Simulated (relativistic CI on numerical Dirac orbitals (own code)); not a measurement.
**Nd⁴⁺: 5p photoemission**

Computed with this model: Dirac-Coulomb-Breit CI, orbitals from a KLI potential per configuration, a model potential for QED, valence Slater integrals scaled by 0.7, multiplet model of photoemission in the sudden approximation; configurations [Xe] 4f2 → [Kr] 4d10 4f2 5s2 5p5; 300 K; Lorentzian 0.6 eV and Gaussian 0.5 eV FWHM. Energies are those of the free ion, without screening or charge transfer. The energies are binding energies and can lie tens of eV above those of solids. S is read from ⟨S²⟩ = S(S + 1).

Computed curve for free ion, scaled to 100 at the maximum (points under 2 are left out and the grid is thinned):

Energy (eV), Intensity and a bar:
```
     63.4        2.1 
     63.6        2.3 
     63.8        2.7 
     63.9        2.9 
     64.1        3.4 
     64.3        4.0 #
     64.5        4.9 #
     64.6        5.5 #
     64.8        7.0 ##
     65.0        9.3 ##
     65.2       13.3 ###
     65.3       16.4 ####
     65.5       25.6 #######
     65.7       38.8 ###########
     65.9       52.0 ###############
     66.0       57.1 #################
     66.2       64.5 ###################
     66.4       73.6 ######################
     66.6       87.2 ##########################
     66.7       93.7 ############################
     66.9      100.0 ##############################
     67.1       95.5 #############################
     67.3       81.7 ########################
     67.5       63.7 ###################
     67.6       55.4 ################
     67.8       42.4 ############
     68.0       32.4 #########
     68.2       24.1 #######
     68.3       20.8 ######
     68.5       16.1 ####
     68.7       13.1 ###
     68.9       11.3 ###
     69.0       10.8 ###
     69.2       10.3 ###
     69.4       10.0 ##
     69.6       10.1 ##
     69.7       10.5 ###
     69.9       12.6 ###
     70.1       17.6 #####
     70.3       27.2 ########
     70.5       41.1 ############
     70.6       47.5 ##############
     70.8       53.6 ################
     71.0       49.8 ###############
     71.2       45.4 #############
     71.3       45.0 #############
     71.5       45.1 #############
     71.7       40.4 ############
     71.9       30.5 #########
     72.0       25.3 #######
     72.2       17.0 #####
     72.4       11.7 ###
     72.6        8.3 ##
     72.7        7.0 ##
     72.9        5.1 #
     73.1        3.9 #
     73.3        3.1 
     73.4        2.8 
     73.6        2.4 
     73.8        2.1
```

The ground state has S = 0.97, and the centroid lies at 68.26 eV.
